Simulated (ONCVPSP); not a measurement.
Ranking ONCV potentials for Ca

All share these settings but for the change named:

```
Element                 : Ca
Generator               : ONCVPSP 4.0.1
Type                    : optimised norm-conserving Vanderbilt (ONCV)
Functional              : PBEsol
Relativity              : scalar-relativistic
Frozen core             : [Ne]
Valence charge          : 10
Reference configuration : 3s2 3p6 4s1 (charge +1)
Partial waves           : 3s+4s: rc 1.85 bohr, ncon 4, nbas 8, qcut 5.7 1/bohr, 2 projectors; 3p: rc 1.45 bohr, ncon 4, nbas 9, qcut 10.7 1/bohr, 2 projectors, debl 2.5 Ha; d scattering state at 0.09 Ha: rc 1.45 bohr, ncon 4, nbas 7, qcut 7.5 1/bohr, 3 projectors, debl 3.3 Ha
Local potential         : polynomial inside 1.25 bohr (lpopt 5, dvloc0 0 Ha)
Core correction         : polynomial model core, fcfact 0.15
```

In the d channel the program set the typed energies aside and used 0.050, 3.350, 6.650 Ha.

Test errors are all-electron minus pseudo excitation energies from the reference, over 3s2 3p6 4s2; 3s2 3p6 4s0; 3s2 3p6 4s1.5; 3s2 3p6 4s0 4p2. None of these files shows a bound ghost.

The base gives 1.3 meV.

Of 9 variants that were run, those that failed, showed a ghost or another fault, or gave nearly equal values are left out.

A variant can come out equal or close to the base, since the largest error may sit in a test that the change hardly touches while other tests move.

(1) Rank these variants by their largest absolute test error, smallest first.
A. s: rc 1.8
B. s: rc 1.46
C. s: rc 2.72
D. s: rc 1.64
E. s: rc 1.24; local potential polynomial inside 1.24 bohr (lpopt 5, dvloc0 0 Ha)

Results:

(1) E (0.5 meV), B (0.8 meV), D (1.0 meV), A (1.2 meV), C (1.7 meV).
